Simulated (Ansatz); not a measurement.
The same path of BrH + Cl2FHOZr (8 atoms, charge 0, multiplicity 1) was run twice with different band settings. Lost on the way: Br7–H8. Made: Zr1–Br7, F2–H8.

These are results of RKS BLYP/def2-SVP in Ansatz, not measurements.

Relaxed end points:

```xyz
8
Properties=species:S:1:pos:R:3
Zr 0.143 -0.153 -0.332
F -0.258 -0.137 1.561
O 2.030 -0.336 -0.544
H 2.980 -0.426 -0.719
Cl -0.567 1.886 -1.316
Cl -0.945 -2.002 -1.346
Br -3.553 0.176 2.556
H -2.117 0.040 2.446
```

```xyz
8
Properties=species:S:1:pos:R:3
Zr -0.506 -0.242 -0.237
F -0.252 1.123 1.781
O 1.327 -0.669 0.052
H 2.284 -0.818 0.109
Cl -0.844 1.855 -1.302
Cl -1.132 -1.763 -1.942
Br -2.212 -1.058 1.609
H -0.953 0.621 2.236
```

Common settings: climbing image yes; spring 5.0 eV/Å²; optimiser quadratic models (default); start path through a guess of the saddle point; force threshold 0.03 eV/Å; iteration limit 60; end points relaxed.

| run | movable images |
| --- | --- |
| 1 | 7 |
| 2 | 3 |

(1) What does each run give, and how far can it be trusted?

## Answers

(1) Run 1: converged after 31 iterations, highest image 0.397 eV above the first end. A vibrational analysis at the climbing image gives one clearly imaginary mode, 259i cm⁻¹: a first-order saddle point.
Run 2: converged after 36 iterations, highest image 0.397 eV above the first end. Another band between the same ends (7 images) ends at a top of the same energy, where a vibrational analysis finds 1 clearly imaginary mode. So few images can step over the top or miss a turn of the path.
The orbitals stay closed-shell, which can raise the energy where a bond breaks towards radicals; this wasn't checked here.
